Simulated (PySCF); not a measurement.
**Correlation energy of Se (selenium, neutral)**

[Ar] 3d10 4s2 4p3 4d1, high-spin 5D determinant (an excited configuration). Computed with PySCF 2.14 in dyall-av2z (16s12p8d, 92 functions), with the non-relativistic Hamiltonian (point nucleus). Frozen: [Ar] 3d10; 6 electrons correlated; the 39 highest virtual orbitals of each spin left out.

```json
{"level": "CCSD", "correlation energy (mhartree)": "-76.60"}
{"level": "(T)", "correlation energy (mhartree)": "-1.13"}
{"level": "CCSD(T)", "correlation energy (mhartree)": "-77.73"}
```

Diagnostics: T1 = 0.0032, D1 = 0.0078, largest double amplitude 0.048.

The outer electron is Rydberg-like, and this basis confines it to a smaller radius and binds it less than a complete one would.

Cost of the coupled-cluster step: about 2 core-seconds, for 6 correlated electrons.
